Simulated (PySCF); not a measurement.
TaSCl₃, SMILES [S]=[Ta]([Cl])([Cl])[Cl], multiplicity 1.

Geometry: PBE-D3(BJ)/def2-SVP. The multiplicity is an assumed one; no other spin state was optimised. The structure was generated by enumeration; whether it is a known compound was not checked. The def2 effective core potentials stand for the cores of Ta; spin–orbit coupling is left out.

Computed with PBE-D3(BJ)/def2-SVP (PySCF 2.14.0).

Frequencies are harmonic and unscaled.

Modes within 1.5 cm⁻¹ of each other (mostly degenerate sets) share a row, with their intensities summed.

| mode | ν (cm⁻¹) | IR (km/mol) | moving atoms (share of kinetic energy) |
|---|---|---|---|
| 1–2 | 98 | 1.1 | Cl 89 %, Ta 11 % |
| 3 | 117 | 0.2 | Cl 72 %, Ta 23 % |
| 4–5 | 142 | 0.4 | S 56 %, Cl 35 %, Ta 8 % |
| 6 | 384 | 16.0 | Cl 95 % |
| 7–8 | 402 | 116.4 | Cl 76 %, Ta 24 % |
| 9 | 533 | 40.0 | S 84 %, Ta 16 % |
